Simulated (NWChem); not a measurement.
System: SiH₃O₄, doublet; SMILES [Si](O)([O])(O)O

Input file for NWChem:

```
start job
memory heap 200 mb stack 900 mb global 1100 mb
geometry units angstroms noautosym nocenter noautoz
  O     -0.292097     1.018634    -1.339171
  Si    -0.025738    -0.004313    -0.049289
  O     -1.355243    -0.954231     0.112129
  O      1.258730    -1.023992    -0.153536
  O      0.273535     1.064587     1.175534
  H     -1.164827    -1.877530     0.333269
  H      2.134985    -0.615780    -0.117072
  H     -0.404847     1.740258     1.321976
end
basis spherical
  O library 6-31g*
  Si library 6-31g*
  H library 6-31g*
end
dft
  odft
  mult 2
  xc pbe0
  iterations 150
end
cosmo
  do_cosmo_smd true
  solvent methanol
end
task dft energy
```

Output (shortened):

```
             Northwest Computational Chemistry Package (NWChem) 7.3.0
             --------------------------------------------------------

                             Geometry "geometry" -> ""
                             -------------------------

 Output coordinates in angstroms (scale by  1.889725989 to convert to a.u.)

  No.       Tag          Charge          X              Y              Z
 ---- ---------------- ---------- -------------- -------------- --------------
    1 O                    8.0000    -0.29209700     1.01863400    -1.33917100
    2 Si                  14.0000    -0.02573800    -0.00431300    -0.04928900
    3 O                    8.0000    -1.35524300    -0.95423100     0.11212900
    4 O                    8.0000     1.25873000    -1.02399200    -0.15353600
    5 O                    8.0000     0.27353500     1.06458700     1.17553400
    6 H                    1.0000    -1.16482700    -1.87753000     0.33326900
    7 H                    1.0000     2.13498500    -0.61578000    -0.11707200
    8 H                    1.0000    -0.40484700     1.74025800     1.32197600

 Effective nuclear repulsion energy (a.u.)     254.7339284179

                                 NWChem DFT Module
                                 -----------------

 Summary of "ao basis" -> "ao basis" (spherical)
 ------------------------------------------------------------------------------
       Tag                 Description            Shells   Functions and Types
 ---------------- ------------------------------  ------  ---------------------
 O                           6-31g*                  6       14   3s2p1d
 Si                          6-31g*                  8       18   4s3p1d
 H                           6-31g*                  2        2   2s

 in cosmo_initialize ...
 calling solv_data for solv:methanol

 solvent parameters
 solvname_short: methanol
 solvname_long:  methanol
 dielec:       32.6130
 dielecinf:     1.7657
 nonaqueous SMD model solvent descriptors
 dielec:       32.6130
 sola:          0.4300
 solb:          0.4700
 solc:          0.0000
 solg:         31.7700
 solh:          0.0000
 soln:          1.3288

          ---------------
          -cosmo- solvent
          ---------------
 Cosmo: York-Karplus, doi: 10.1021/jp992097l
 dielectric constant -eps-     =  32.61
 screen = (eps-1)/(eps    )    =   0.96934
 surface charge correction     = lagrangian

   van der Waals surface
 --------------------------

[...]

                                COSMO-SMD solvation results
                                ---------------------------

             internal energy in gas <Psi(g)|H|Psi(g)> =      -591.818390356823
         internal energy in solvent <Psi(s)|H|Psi(s)> =      -591.815810974503
                               delta internal energy  =         0.002579382320 (    1.62 kcal/mol)
   total free energy in solvent <Psi(s)|H+V/2|Psi(s)> =      -591.844503344572
 polarization energy contribution <Psi(s)|V/2|Psi(s)> =        -0.028692370070 (  -18.00 kcal/mol)
    total free energy in solvent including G(SMD-CDS) =      -591.839671509760
                       G(SMD-CDS) energy contribution =         0.004831834813 (    3.03 kcal/mol)
     1 M fixed-concentration free energy of solvation =        -0.021281152937 (  -13.35 kcal/mol)

                    DFT Final Alpha Molecular Orbital Analysis
                    ------------------------------------------

 Vector   23  Occ=1.000000D+00  E=-3.739197D-01
              MO Center= -2.4D-01,  2.7D-01,  3.1D-01, r^2= 3.1D+00
   Bfn.  Coefficient  Atom+Function         Bfn.  Coefficient  Atom+Function
  ----- ------------  ---------------      ----- ------------  ---------------
    65      0.393980  5 O  pz                37      0.291465  3 O  pz
    69      0.285396  5 O  pz                 5      0.237395  1 O  pz
    41      0.215418  3 O  pz                51      0.154950  4 O  pz
    35     -0.150780  3 O  px                 9      0.140672  1 O  pz
    64     -0.129559  5 O  py                 3      0.128099  1 O  px

 Vector   24  Occ=1.000000D+00  E=-3.516069D-01
              MO Center=  3.9D-01,  1.1D-01,  2.4D-01, r^2= 3.0D+00
   Bfn.  Coefficient  Atom+Function         Bfn.  Coefficient  Atom+Function
  ----- ------------  ---------------      ----- ------------  ---------------
    51      0.360209  4 O  pz                55      0.280726  4 O  pz
    65     -0.271425  5 O  pz                64      0.269672  5 O  py
    69     -0.210413  5 O  pz                68      0.206947  5 O  py
     4     -0.180471  1 O  py                37      0.176977  3 O  pz
    63      0.146313  5 O  px                 5     -0.138440  1 O  pz

 Vector   25  Occ=1.000000D+00  E=-3.435867D-01
              MO Center= -2.3D-01, -3.2D-01, -1.8D-02, r^2= 3.2D+00
   Bfn.  Coefficient  Atom+Function         Bfn.  Coefficient  Atom+Function
  ----- ------------  ---------------      ----- ------------  ---------------
    37      0.408696  3 O  pz                51     -0.325090  4 O  pz
    41      0.317923  3 O  pz                 3     -0.267418  1 O  px
    55     -0.257086  4 O  pz                63      0.211806  5 O  px
     7     -0.189442  1 O  px                67      0.154582  5 O  px
    64      0.144483  5 O  py                68      0.111666  5 O  py

 Vector   26  Occ=0.000000D+00  E= 4.488487D-02
              MO Center=  6.0D-02, -1.3D-01,  1.6D-01, r^2= 5.0D+00
   Bfn.  Coefficient  Atom+Function         Bfn.  Coefficient  Atom+Function
  ----- ------------  ---------------      ----- ------------  ---------------
    24      1.271819  2 Si s                 38     -0.578736  3 O  s
    52     -0.580349  4 O  s                 66     -0.555728  5 O  s
    78      0.365630  7 H  s                 76      0.351567  6 H  s
    80      0.347719  8 H  s                  6     -0.342232  1 O  s
    39     -0.178366  3 O  px                54     -0.175814  4 O  py

[...]
```

Level: PBE0/6-31G* (spherical d), spin-unrestricted, SMD on the gas-phase geometry. The radical's symmetric form is orbitally degenerate, so geometry and low modes hang on which distorted state is reached. Geometry: optimised at B3LYP/6-31G* (spherical d), spin-unrestricted. No stability test was run on the SCF state. Solvent: methanol.
